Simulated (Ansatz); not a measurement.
H₅OSbSi, SMILES `[OH][SbH][SiH3]`. Charge 0, multiplicity 1. Sb: def2 effective core potential. Geometry: relaxed with PBE0-D4/def2-TZVP. It is one conformer, not always the lowest.

```xyz
8

O     0.560    0.093   -1.989
Sb    0.601   -1.228   -0.509
Si   -0.739    0.324    1.057
H     0.524   -0.369   -2.830
H     2.070   -0.652    0.169
H    -0.253    1.723    0.954
H    -0.583   -0.160    2.456
H    -2.179    0.269    0.692
```

Problem. What is the dipole moment at PBE/def2-TZVPP? (Estimate.)

Solution. Ansatz gave: 1.55 D, with components (-0.14, -1.52, -0.27) D in this frame, pointing from negative to positive charge.

Problem. And with r2SCAN, B3LYP, ωB97M-V? (An estimate is asked.)

Solution. The calculation gave: r2SCAN 1.52 D, B3LYP 1.68 D, ωB97M-V 1.62 D.

Problem. Give the Mulliken charges with PBE, r2SCAN, ωB97M-V in def2-TZVPP. (Best estimate.)

Solution. Ansatz gave: 
| atom | PBE | r2SCAN | ωB97M-V |
| --- | --- | --- | --- |
| O1 | -0.48 | -0.54 | -0.51 |
| Sb2 | 0.46 | 0.49 | 0.41 |
| Si3 | 0.06 | 0.14 | 0.04 |
| H4 | 0.18 | 0.20 | 0.17 |
| H5 | -0.10 | -0.11 | -0.07 |
| H6 | -0.03 | -0.05 | 0.00 |
| H7 | -0.04 | -0.06 | -0.02 |
| H8 | -0.04 | -0.06 | -0.02 |

B3LYP here is the variant with VWN-RPA as its local correlation; programs differ in this.
